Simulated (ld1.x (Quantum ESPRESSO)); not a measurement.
## u(r) = r·R(r): atom against pseudo-atom (rhodium (Rh))

Columns: radius, all-electron u(r) and pseudo u(r) of the 5p shell (level -0.85 eV) of rhodium in the configuration [Kr] 4d8 5s1 5p0; PBE, scalar-relativistic, TM scheme, ld1.x (Quantum ESPRESSO) 7.5.

| r (bohr) | all-electron | pseudo |
| --- | --- | --- |
| 0.168 | -0.0258 | -0.0017 |
| 0.335 | -0.0831 | -0.0069 |
| 0.503 | 0.0317 | -0.0155 |
| 0.670 | 0.1284 | -0.0277 |
| 0.838 | 0.1571 | -0.0436 |
| 1.005 | 0.1308 | -0.0631 |
| 1.172 | 0.0743 | -0.0865 |
| 1.340 | 0.0056 | -0.1137 |
| 1.508 | -0.0642 | -0.1445 |
| 1.675 | -0.1291 | -0.1779 |
| 1.842 | -0.1874 | -0.2134 |
| 2.010 | -0.2386 | -0.2499 |
| 2.178 | -0.2825 | -0.2857 |
| 2.345 | -0.3194 | -0.3192 |
| 2.512 | -0.3502 | -0.3492 |
| 2.680 | -0.3758 | -0.3750 |
| 2.848 | -0.3964 | -0.3961 |
| 3.015 | -0.4126 | -0.4126 |
| 3.182 | -0.4251 | -0.4251 |
| 3.350 | -0.4343 | -0.4343 |
| 3.518 | -0.4406 | -0.4406 |
| 3.685 | -0.4444 | -0.4444 |
| 3.852 | -0.4460 | -0.4460 |
| 4.020 | -0.4457 | -0.4457 |
| 4.188 | -0.4438 | -0.4438 |
| 4.355 | -0.4406 | -0.4406 |

(1) How many radial nodes do the two functions have?

(2) At about which radius was the pseudo-wave matched?

(3) Where does each function peak?

(4) Is the pseudo-wave norm-conserving?

## Answers

(1) The all-electron 5p function has n − l − 1 = 3 (the table is too coarse to show those close to the nucleus); the pseudo-wave has 0, since the states of the same l below it are removed with the core.

(2) 3.35 bohr. The columns agree to 0.0005 from 2.85 bohr on; several derivatives are matched, so the curves merge somewhat inside the radius.

(3) Outermost all-electron maximum near 3.85 bohr, pseudo maximum near 3.85 bohr (to the table’s step).

(4) Yes: the TM scheme keeps the norm inside the radius equal to the all-electron one, which fixes the energy derivative of the logarithmic derivative at the level.
